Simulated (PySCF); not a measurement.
Species: (Me3Si)2PPF2, C6H18F2P2Si2.
Cartesian coordinates in Å at the PBE0-D3(BJ)/def2-SVP level; atoms count from 1:
```
atom  x, y, z in Å
C1     3.383   -0.478   -0.281
Si2    1.768    0.160    0.440
C3     1.846    0.159    2.317
C4     1.425    1.893   -0.211
P5     0.217   -1.395   -0.162
P6     0.535   -1.129   -2.333
F7     1.580   -2.343   -2.574
F8    -0.815   -1.881   -2.848
Si9   -1.782   -0.293   -0.061
C10   -3.076   -1.642   -0.220
C11   -2.025    0.968   -1.439
C12   -1.896    0.542    1.621
H13    3.581   -1.506    0.061
H14    3.366   -0.494   -1.382
H15    4.226    0.160    0.033
H16    2.652    0.827    2.662
H17    2.053   -0.853    2.697
H18    0.903    0.506    2.764
H19    2.250    2.568    0.070
H20    1.347    1.891   -1.309
H21    0.494    2.310    0.201
H22   -4.093   -1.217   -0.211
H23   -2.931   -2.182   -1.168
H24   -2.992   -2.368    0.603
H25   -1.254    1.752   -1.435
H26   -3.007    1.452   -1.314
H27   -2.020    0.478   -2.425
H28   -1.709   -0.177    2.434
H29   -1.180    1.371    1.722
H30   -2.909    0.954    1.761
```

The closed-shell ground state was solved at several levels (PySCF, density fitting, gas phase, non-relativistic).

```csv
level,basis functions,HOMO (eV),LUMO (eV),gap (eV),dipole (D)
wB97X-D/def2-SVPD,406,-8.39,1.11,9.50,3.70
B3LYP/pcSseg-1,322,-6.44,-0.76,5.68,3.64
```

Question: What might PBE0/pcSseg-1 (322 basis functions) give for the same quantities?

Answer: HOMO -6.66 eV, LUMO -0.63 eV, gap 6.03 eV, dipole 3.70 D.

Question: Over all these levels, which gives the widest orbital gap and which the narrowest?

Answer: wB97X-D/def2-SVPD (range-separated hybrid) has the widest, 9.50 eV, and B3LYP/pcSseg-1 (global hybrid, 20 % exact exchange) the narrowest, 5.68 eV. Functional and basis both differ between the two, so the spread mixes both effects.

Question: How far do the dipole and the HOMO energy spread over the levels?

Answer: The dipole runs from 3.64 to 3.70 D (mean 3.68 D) and the HOMO from -8.39 to -6.44 eV.

One conformer stands for the species.
